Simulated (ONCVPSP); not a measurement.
## Varying the ONCV potential for Sr

Base potential:

Sr, optimised norm-conserving Vanderbilt (ONCV), made with ONCVPSP 4.0.1 (LDA (Perdew-Zunger), scalar-relativistic). Core [Kr], reference 5s2. Waves: 5s: rc 3.70 bohr, ncon 5, nbas 8, qcut 2 1/bohr, 3 projectors, debl 1.9 Ha; p scattering state at 0.16 Ha: rc 4.00 bohr, ncon 4, nbas 7, qcut 1.9 1/bohr, 2 projectors, debl 0.8 Ha; d scattering state at 0.37 Ha: rc 2.85 bohr, ncon 4, nbas 8, qcut 3.3 1/bohr, 2 projectors, debl 2.4 Ha. Local part: polynomial inside 2.25 bohr (lpopt 5, dvloc0 4 Ha). Core correction: none.

In the p channel the program set the typed energies aside and used 0.050, 0.850 Ha. In the d channel the program set the typed energies aside and used 0.050, 2.450 Ha.

Cutoffs, loose and tight: the cutoffs (Ha) at which the residual kinetic energy of the hardest occupied pseudo-wave falls to 1 and 0.1 mHa per electron. They do not see the model core or the augmentation charge, which bear on the density cutoff. Test errors are all-electron minus pseudo excitation energies from the reference, over the configurations 5s1; 5s1.5; 5s1 5p1; 4d1 5s1. A dash means not determined; rows that change the core or the reference have their own tests.

For the base: The cutoffs count occupied waves only; projector 2 of the d channel, the hardest unoccupied one, needs 34 Ha at the loose tolerance.

A true bound ghost makes a file unfit for plane-wave use even where its test errors are small: the radial tests pick states by their node count and pass the ghost by.

```tsv
change	outcome	cutoff, loose	cutoff, tight	bound ghosts	GHOST(+) flags above zero	largest test error (meV)
base	generated, projector energies reset by the program	1.6 Ha	3.0 Ha	none	s	+175
s: qcut 1.6; p: qcut 1.5; d: qcut 2.6	generated, projector energies reset by the program	1.9 Ha	8.1 Ha	none	s	+165
local potential polynomial inside 2.25 bohr (lpopt 5, dvloc0 1 Ha)	generated, projector energies reset by the program	1.6 Ha	3.0 Ha	none	s, p	+176
all radii scaled by about 0.90 (s 3.34, p 3.62, d 2.58 bohr); local potential polynomial inside 2.04 bohr (lpopt 5, dvloc0 4 Ha)	generated, projector energies reset by the program	1.6 Ha	7.5 Ha	none	s	+170
functional PBE; p: rc 2.85, qcut 2.7	generated, projector energies reset by the program	1.5 Ha	2.5 Ha	p	s	+294
core correction Teter function, fcfact 1.5, rcfact 1.6	generated, projector energies reset by the program	1.6 Ha	3.0 Ha	none	s	+53
p: rc 4.74	generated, projector energies reset by the program	1.6 Ha	3.0 Ha	none	s	+175
local potential polynomial inside 1.85 bohr (lpopt 1, dvloc0 4 Ha)	generated, projector energies reset by the program	1.6 Ha	3.0 Ha	none	s, p	+176
d: rc 2.02; local potential polynomial inside 2.02 bohr (lpopt 5, dvloc0 4 Ha)	generated, projector energies reset by the program	1.6 Ha	3.0 Ha	none	s	+195
```
